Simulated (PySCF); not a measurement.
Radial density of Ho⁶⁰⁺ (holmium, charge +60)

UHF, [He] 2s2 2p3, high-spin 4S determinant. All numbers are calculated (PySCF 2.14, the spin-free X2C one-electron Hamiltonian (Gaussian nucleus), in an uncontracted even-tempered set (19 s from 38 bohr⁻², ratio 2.2; 13 p from 49 bohr⁻², ratio 2.2; 5 d from 180 bohr⁻², ratio 2.4; 5 f from 280 bohr⁻², ratio 2.4; 4 g from 410 bohr⁻², ratio 2.4)).

| r (bohr) | 4πr²ρ (e/bohr) | 4πr²(ρα − ρβ) |
| --- | --- | --- |
| 0.0186 | 76.47 | 7.0824 |
| 0.0312 | 51.66 | 21.2857 |
| 0.0525 | 59.80 | 37.6247 |
| 0.0883 | 49.74 | 26.7371 |
| 0.149 | 8.213 | 4.0642 |
| 0.250 | 0.09080 | 0.0465 |
| 0.420 | 1.024e-05 | 0.0000 |

Densities and radii are taken from the X2C orbitals without a picture-change correction, which distorts them close to the nucleus.

Spin-orbit coupling, which splits the p, d and f shells strongly at this Z, is absent. Spin-orbit coupling is strong in this species (close to jj coupling), so the high-spin LS determinant is a model state, not a physical level.
